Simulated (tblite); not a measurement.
C5H12BOP.
Bonds: C1–C2 (double), C2–B3, B3–P4, C2–O5, O5–C6, C6–C7, C6–C8. Hydrogens: H9, H10 on C1; H11 on B3; H12, H13 on P4; H14 on C6; H15, H16, H17 on C7; H18, H19, H20 on C8.

Computed with GFN2-xTB (tblite), gas phase: L-BFGS steps from a force-field or distance-geometry start until the largest atomic force falls under 0.01 eV/Å.

Step 2: E = -669.1552 eV
```
atom  x, y, z in Å  |  force x, y, z in eV/Å
C1      1.1908   -1.5848    1.2749   -0.091   0.165  -0.101
C2      1.1810   -0.5396    0.4275    0.053   0.087  -0.023
B3      2.5464    0.1388    0.0263   -0.084  -0.080   0.203
P4      2.6163    1.6382   -1.1283   -0.108  -0.320   0.121
O5      0.0495   -0.0017   -0.1403   -0.188   0.104  -0.035
C6     -1.3042   -0.3917    0.1901    0.161   0.133  -0.151
C7     -2.2387    0.1410   -0.9216    0.469  -0.228   0.324
C8     -1.7257    0.1824    1.5522    0.324  -0.063  -0.309
H9      2.1112   -1.9629    1.6845   -0.090   0.076  -0.103
H10     0.2899   -2.0817    1.5749   -0.151  -0.179   0.142
H11     3.5622   -0.2884    0.4761   -0.455  -0.022  -0.260
H12     3.9385    1.9733   -0.8617   -0.134   0.194   0.081
H13     2.0348    2.5180   -0.2263    0.083   0.002  -0.105
H14    -1.3982   -1.4910    0.1926    0.184   0.113   0.092
H15    -2.1844    1.2213   -0.9755    0.060   0.082   0.000
H16    -3.2623   -0.1541   -0.7057    0.050  -0.012   0.033
H17    -1.9457   -0.2777   -1.8789    0.031   0.029  -0.042
H18    -2.7475   -0.0945    1.7700   -0.159  -0.030   0.019
H19    -1.0813   -0.2008    2.3342    0.074  -0.027   0.138
H20    -1.6375    1.2665    1.5349   -0.028  -0.024  -0.022
```

Step 3: E = -669.1745 eV
```
atom  x, y, z in Å  |  force x, y, z in eV/Å
C1      1.1875   -1.5822    1.2734   -0.108   0.023   0.006
C2      1.1800   -0.5387    0.4279   -0.026   0.170  -0.099
B3      2.5419    0.1399    0.0277   -0.073  -0.102   0.218
P4      2.6164    1.6335   -1.1196   -0.146  -0.339  -0.079
O5      0.0497    0.0013   -0.1423   -0.118   0.096  -0.018
C6     -1.2997   -0.3898    0.1896    0.164   0.052  -0.125
C7     -2.2315    0.1382   -0.9168    0.290  -0.116   0.177
C8     -1.7219    0.1808    1.5486    0.187  -0.068  -0.171
H9      2.1082   -1.9609    1.6818   -0.080   0.077  -0.099
H10     0.2889   -2.0846    1.5773   -0.118  -0.131   0.109
H11     3.5534   -0.2893    0.4712   -0.353  -0.071  -0.214
H12     3.9320    1.9767   -0.8613   -0.033   0.195   0.106
H13     2.0384    2.5149   -0.2317   -0.006   0.112  -0.004
H14    -1.3947   -1.4881    0.1946    0.199   0.066   0.081
H15    -2.1835    1.2188   -0.9754    0.086   0.094   0.020
H16    -3.2576   -0.1531   -0.7060    0.052  -0.035   0.065
H17    -1.9461   -0.2758   -1.8776    0.075  -0.007  -0.060
H18    -2.7466   -0.0936    1.7696   -0.085  -0.036  -0.018
H19    -1.0815   -0.2001    2.3345    0.096  -0.042   0.136
H20    -1.6384    1.2629    1.5343   -0.003   0.063  -0.031
```

Step 4: E = -669.2007 eV
```
atom  x, y, z in Å  |  force x, y, z in eV/Å
C1      1.1786   -1.5793    1.2724   -0.142   0.100  -0.074
C2      1.1762   -0.5324    0.4255   -0.178  -0.078   0.098
B3      2.5320    0.1396    0.0346   -0.121  -0.056   0.138
P4      2.6133    1.6178   -1.1083   -0.124  -0.160  -0.272
O5      0.0491    0.0086   -0.1462    0.050   0.132  -0.043
C6     -1.2880   -0.3870    0.1871    0.098  -0.069   0.014
C7     -2.2158    0.1327   -0.9074   -0.097   0.112  -0.186
C8     -1.7138    0.1762    1.5413   -0.025   0.017   0.153
H9      2.1013   -1.9557    1.6749   -0.032   0.056  -0.069
H10     0.2855   -2.0917    1.5834   -0.072  -0.049   0.051
H11     3.5321   -0.2932    0.4589   -0.047  -0.216  -0.060
H12     3.9210    1.9869   -0.8581    0.020   0.134   0.100
H13     2.0435    2.5131   -0.2401   -0.121   0.185   0.053
H14    -1.3840   -1.4820    0.1998    0.226  -0.061   0.043
H15    -2.1797    1.2161   -0.9745    0.132   0.046   0.061
H16    -3.2475   -0.1524   -0.7049    0.105  -0.063   0.111
H17    -1.9447   -0.2731   -1.8766    0.133  -0.041  -0.034
H18    -2.7452   -0.0926    1.7680    0.085  -0.048  -0.095
H19    -1.0797   -0.1999    2.3378    0.076  -0.034   0.054
H20    -1.6395    1.2588    1.5325    0.037   0.093  -0.044
```

Step 5: E = -669.2117 eV
```
atom  x, y, z in Å  |  force x, y, z in eV/Å
C1      1.1728   -1.5756    1.2702   -0.152  -0.158   0.126
C2      1.1720   -0.5317    0.4266   -0.195   0.080  -0.022
B3      2.5259    0.1386    0.0397   -0.125  -0.020   0.073
P4      2.6100    1.6089   -1.1076   -0.090   0.009  -0.219
O5      0.0493    0.0138   -0.1486    0.094   0.105  -0.018
C6     -1.2817   -0.3865    0.1861    0.013  -0.040   0.044
C7     -2.2103    0.1319   -0.9061   -0.155   0.133  -0.220
C8     -1.7102    0.1747    1.5404   -0.059   0.052   0.195
H9      2.0979   -1.9526    1.6709   -0.069   0.072  -0.081
H10     0.2826   -2.0956    1.5869   -0.013   0.012   0.008
H11     3.5223   -0.2983    0.4526    0.074  -0.268   0.005
H12     3.9164    1.9933   -0.8552   -0.025   0.073   0.072
H13     2.0438    2.5152   -0.2431   -0.129   0.129  -0.006
H14    -1.3758   -1.4805    0.2026    0.228  -0.098   0.019
H15    -2.1759    1.2158   -0.9732    0.138   0.034   0.064
H16    -3.2417   -0.1531   -0.7026    0.095  -0.066   0.110
H17    -1.9420   -0.2725   -1.8767    0.140  -0.044  -0.031
H18    -2.7435   -0.0931    1.7658    0.126  -0.054  -0.106
H19    -1.0777   -0.2003    2.3401    0.057  -0.019   0.021
H20    -1.6394    1.2584    1.5310    0.050   0.070  -0.036
```

Problem. Estimate the geometry and energy of step 6. (The exact step hangs on the optimiser's Hessian estimate; all steps are aligned on step 5, rigid shifts and turns removed.)

Solution. E = -669.2295 eV, largest force 0.364 eV/Å
```
atom  x, y, z in Å  |  force x, y, z in eV/Å
C1      1.1591   -1.5741    1.2702   -0.111  -0.088   0.066
C2      1.1608   -0.5271    0.4272   -0.130  -0.050   0.104
B3      2.5123    0.1367    0.0502   -0.013   0.033  -0.039
P4      2.6025    1.5943   -1.1092   -0.020   0.287  -0.069
O5      0.0512    0.0253   -0.1530    0.027   0.073   0.016
C6     -1.2708   -0.3854    0.1850   -0.136   0.023   0.055
C7     -2.2021    0.1321   -0.9071   -0.124   0.086  -0.143
C8     -1.7038    0.1734    1.5417   -0.052   0.076   0.136
H9      2.0897   -1.9453    1.6617   -0.056   0.047  -0.051
H10     0.2772   -2.1024    1.5933   -0.044   0.026  -0.007
H11     3.5059   -0.3134    0.4414    0.183  -0.304   0.079
H12     3.9065    2.0060   -0.8487   -0.113  -0.043   0.016
H13     2.0422    2.5203   -0.2498   -0.140   0.014  -0.117
H14    -1.3561   -1.4797    0.2081    0.213  -0.092  -0.027
H15    -2.1663    1.2161   -0.9696    0.125   0.030   0.047
H16    -3.2294   -0.1557   -0.6964    0.031  -0.062   0.082
H17    -1.9343   -0.2723   -1.8776    0.132  -0.038  -0.032
H18    -2.7384   -0.0952    1.7600    0.134  -0.066  -0.089
H19    -1.0731   -0.2013    2.3446    0.028   0.011  -0.021
H20    -1.6383    1.2584    1.5277    0.066   0.038  -0.005
```

The energy changes by -0.0178 eV. The first-order estimate −F·Δx gives -0.0264 eV and the mean of the old and new forces, exact on a quadratic surface, -0.0178 eV. The step makes an angle of 57° with the force vector and moves no atom by more than 0.025 Å.

What follows is the cost of the whole relaxation. Hardware: one thread, Arm Neoverse V2 (aarch64), no GPU, shared host. Cost: 0.53 s of wall time.
